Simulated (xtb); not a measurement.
Species: CH6N2, SMILES `NCN` (charge 0, multiplicity 1).

Problem. Give a relaxed geometry from GFN2-xTB (xtb).

Solution. Several could match; the one computed here: the end point of this relaxation, one of several conformers (outside a Z-matrix the atoms follow the SMILES, hydrogens last).
Cartesian coordinates (Å) in one orientation:
```xyz
9

N     -1.228    -0.058     0.216
C      0.001     0.586    -0.209
N      1.227    -0.185    -0.129
H     -1.417    -0.885    -0.342
H     -1.174    -0.340     1.189
H      0.133     1.482     0.405
H     -0.129     0.892    -1.251
H      1.415    -0.473     0.826
H      1.172    -1.019    -0.705
```
